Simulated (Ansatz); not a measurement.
C4Cl3CoO4Si, SMILES `[O+]#[C][Co-4]([C]#[O+])([C]#[O+])([C]#[O+])[Si](Cl)(Cl)Cl`, 13 atoms. The species carries charge 0 and has multiplicity 1. Correlated methods include outer-core shells of Co, which these sets cover unevenly. Scalar relativity is left out up to krypton. All runs use 4 threads of an AMD EPYC 7R13 on a shared host and a share of an NVIDIA H100 80 GB. Correlated methods freeze the cores.

How many basis functions does each run have, and how long does it take in Ansatz? RKS B3LYP-D4/def2-TZVPP energy and forces; RKS PBE0-D4/def2-TZVP relaxation (23 steps); RKS PBE0-D4/def2-TZVP frequencies; direct RPA on PBE orbitals/def2-TZVPP energy; RKS B2PLYP (frozen core)/def2-TZVPP energy; RKS PBE0-D4/def2-QZVPP energy; RKS ωB97M-V/def2-QZVPP energy; RHF-CCSD(T)/def2-SVP energy; RHF-MP2/def2-QZVPP energy; RKS ωB97M-V/def2-SVP energy; RKS B97M-V/def2-TZVPP energy; RKS ωB97X-V/def2-TZVPP energy. (An estimate is asked.)

Ansatz gave: Other jobs shared the machine, so times are rough.

```json
{"level": "RKS ωB97M-V/def2-SVP", "job": "energy", "functions": "215", "wall time": "22 s", "peak host memory (GiB)": "0.99"}
{"level": "RKS B2PLYP (frozen core)/def2-TZVPP", "job": "energy", "functions": "480", "wall time": "22 s", "peak host memory (GiB)": "2.6"}
{"level": "RKS ωB97X-V/def2-TZVPP", "job": "energy", "functions": "480", "wall time": "24 s", "peak host memory (GiB)": "1.2"}
{"level": "RHF-MP2/def2-QZVPP", "job": "energy", "functions": "836", "wall time": "26 s", "peak host memory (GiB)": "1.5"}
{"level": "RHF-CCSD(T)/def2-SVP", "job": "energy", "functions": "215", "wall time": "26 s", "peak host memory (GiB)": "1.2"}
{"level": "RKS PBE0-D4/def2-QZVPP", "job": "energy", "functions": "836", "wall time": "27 s", "peak host memory (GiB)": "1.4"}
{"level": "direct RPA on PBE orbitals/def2-TZVPP", "job": "energy", "functions": "480", "wall time": "28 s", "peak host memory (GiB)": "2.6"}
{"level": "RKS B3LYP-D4/def2-TZVPP", "job": "energy and forces", "functions": "480", "wall time": "46 s", "peak host memory (GiB)": "1.4"}
{"level": "RKS B97M-V/def2-TZVPP", "job": "energy", "functions": "480", "wall time": "47 s", "peak host memory (GiB)": "1.2"}
{"level": "RKS ωB97M-V/def2-QZVPP", "job": "energy", "functions": "836", "wall time": "48 s", "peak host memory (GiB)": "1.6"}
{"level": "RKS PBE0-D4/def2-TZVP", "job": "relaxation (23 steps)", "functions": "441", "wall time": "2.6 min", "peak host memory (GiB)": "1.3"}
{"level": "RKS PBE0-D4/def2-TZVP", "job": "frequencies", "functions": "441", "wall time": "5.9 min", "peak host memory (GiB)": "1.3"}
```

B3LYP here is the variant with VWN-RPA as its local correlation; programs differ in this.
